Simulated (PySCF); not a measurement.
**Xe⁴⁰⁺ (xenon, charge +40) across methods**

[Ne] 3s2 3p2, high-spin 3P determinant. Computed with PySCF 2.14 in an uncontracted even-tempered set (16 s from 7.3 bohr⁻², ratio 2.5; 10 p from 9.5 bohr⁻², ratio 2.5; 4 d from 38 bohr⁻², ratio 2.7; 4 f from 58 bohr⁻², ratio 2.7), with no relativity, point nucleus.

```
method  E (hartree)  mean ε 3s α (eV)  mean ε 3s β (eV)  mean ε 3p α (eV)  Σ⟨r²⟩ (bohr²)   ⟨S²⟩
r2SCAN     -5821.85           -2942.2           -2920.2           -2845.5         0.4679  2.001
   LDA     -5815.81           -2934.8           -2919.3           -2841.0         0.4677  2.000
  BP86     -5822.39           -2937.4           -2921.0           -2842.9         0.4672  2.000
  PW91     -5822.04           -2937.4           -2920.6           -2843.1         0.4673  2.000
   PBE     -5821.47           -2937.1           -2920.0           -2842.6         0.4674  2.000
   UHF  -5821.34058           -2986.2           -2948.8           -2881.9         0.4679  2.001
```

(1) Estimate the same row for PBE0.

A non-relativistic calculation at this Z misses sizeable relativistic shifts. Spin-orbit coupling is strong in this species (close to jj coupling), so the high-spin LS determinant is a model state, not a physical level.

## Answers

(1) E (hartree) = -5821.59; mean ε 3s α (eV) = -2949.7; mean ε 3s β (eV) = -2927.7; mean ε 3p α (eV) = -2852.7; Σ⟨r²⟩ (bohr²) = 0.4675; ⟨S²⟩ = 2.000.
